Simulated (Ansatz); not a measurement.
The B1–H2 bond of BBrH2 (SMILES BBr) is stretched (multiplicity 1, the rest rigid).
Geometry at rest (charge 0, multiplicity 1):
```json
[
 {"atom": "B", "x (Å)": "-0.8490", "y (Å)": "-1.2912", "z (Å)": "0.2112"},
 {"atom": "H", "x (Å)": "-0.4717", "y (Å)": "-2.0737", "z (Å)": "1.0149"},
 {"atom": "H", "x (Å)": "-1.8265", "y (Å)": "-1.4215", "z (Å)": "-0.4431"},
 {"atom": "Br", "x (Å)": "0.1869", "y (Å)": "0.2843", "z (Å)": "-0.0465"}
]
```

Cores are frozen in the correlated methods. Filled d and f shells under p-block atoms count as core.

Run with Ansatz (Gaussian basis) for Hartree–Fock, density functionals and correlated methods. Values without a source in brackets are computed.

Energies above the point at 1.183 Å (the B3LYP-D3(BJ) bond length), FIC-MRCISD+Q on CASSCF(2,2)/cc-pVTZ (kcal/mol): 5.05 at 1.065 Å; 3.22 at 1.302 Å; 108.11 at 3.787 Å.

### Question
Take the last value as the depth D of a Morse curve D(1 − e^(−a(R − R₀)))², fit a and R₀ to the two near points, and test it at 1.598 and 2.071 Å.

### Answer

With D = 108.1, both near points (counted from the curve's value at 1.183 Å) are met by a = 1.63 Å⁻¹ and R₀ = 1.185 Å, so k = 2Da² = 572 kcal/(mol Å²). The curve then gives 25.8 and 63.0 kcal/mol; the level itself gives 26.0 and 65.8, so Morse is off by -0.2 and -2.8.

Ansatz is a program for electronic structure.
